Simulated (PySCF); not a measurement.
Choosing a molecule for a target property.

Species are written as SMILES; each is one conformer at its optimised geometry, gas phase, non-relativistic unless stated. Electronic properties by PySCF.

Dipoles, sizes and rotational constants follow the conformer. The torsions of the flexible species, by atom-mapped SMILES:
- `[CH3:1][n:2]1[cH:3][cH:4][c:5]([CH:6]([F:7])[F:8])[cH:9]1`: C4–C5–C6–F7 121°
- `[CH3:1][CH2:2]/[CH:3]=[CH:4]/[S:5]([CH3:6])(=[O:7])=[O:8]`: C1–C2–C3–C4 123°, C3–C4–S5–C6 111°
- `[Cl:1][CH:2]([Cl:3])[C@H:4]1[CH2:5][O:6]1`: Cl1–C2–C4–C5 92°
- `[CH3:1][CH2:2][c:3]1[cH:4][p:5][cH:6][cH:7][n:8]1`: C1–C2–C3–C4 -85°
- `[CH3:1][C@@H:2]1[CH2:3][CH2:4][Si@@H:5]1[CH2:6][Cl:7]`: C4–Si5–C6–Cl7 -174°

**Question.** Wanted: HOMO–LUMO gap below 7 eV (PBE0/def2-SVPD) and static isotropic polarisability below 94 au (PBE0/def2-SVPD), at GFN2-xTB geometries. Which candidate meets both?
A. `C[C@@H]1CC[Si@@H]1CCl`
B. `ClC([C@@H]1OC1)Cl`
C. `CS(=O)(/C=C/CC)=O`
D. `c1cpcc(n1)CC`
E. `CN1C=CC(C(F)F)=C1`

**Answer.** E. Computed values:
```
              species  HOMO–LUMO gap  static isotropic polarisability
         c1cpcc(n1)CC        5.36 eV                          99.7 au
    CN1C=CC(C(F)F)=C1        6.84 eV                          78.0 au
    CS(=O)(/C=C/CC)=O        7.30 eV                          89.7 au
C[C@@H]1CC[Si@@H]1CCl        7.67 eV                          97.8 au
    ClC([C@@H]1OC1)Cl        8.13 eV                          65.4 au
```

**Question.** Wanted: electronic spatial extent ⟨r²⟩ about the centre of nuclear charge below 1000 bohr² (PBE0/def2-SVPD) and smallest rotational constant above 0.94 GHz (GFN2-xTB), at GFN2-xTB geometries. Which candidate meets both?
A. `c1cn(cc1C(F)F)C`
B. `CCc1cpccn1`
C. `CC/C=C/S(C)(=O)=O`
D. `C1[C@H](C(Cl)Cl)O1`

**Answer.** D. Computed values:
```csv
species,electronic spatial extent ⟨r²⟩ about the centre of nuclear charge,smallest rotational constant
C1[C@H](C(Cl)Cl)O1,850 bohr²,1.352 GHz
CCc1cpccn1,1183 bohr²,1.007 GHz
c1cn(cc1C(F)F)C,1313 bohr²,0.882 GHz
CC/C=C/S(C)(=O)=O,1536 bohr²,0.809 GHz
```

**Question.** Wanted: dipole moment between 1.7 D and 5 D (PBE0/def2-SVPD) and HOMO energy below -7 eV (PBE0/def2-SVPD), at GFN2-xTB geometries. Which candidate meets both?
A. `ClC([C@@H]1OC1)Cl`
B. `CS(=O)(/C=C/CC)=O`
C. `c1cpcc(n1)CC`
D. `CN1C=CC(C(F)F)=C1`
E. `C[C@@H]1CC[Si@@H]1CCl`

**Answer.** E. Computed values:
```
              species  dipole moment  HOMO energy
         c1cpcc(n1)CC         0.53 D     -7.31 eV
    ClC([C@@H]1OC1)Cl         1.42 D     -8.43 eV
C[C@@H]1CC[Si@@H]1CCl         1.91 D     -7.60 eV
    CN1C=CC(C(F)F)=C1         4.15 D     -6.53 eV
    CS(=O)(/C=C/CC)=O         5.33 D     -8.23 eV
```
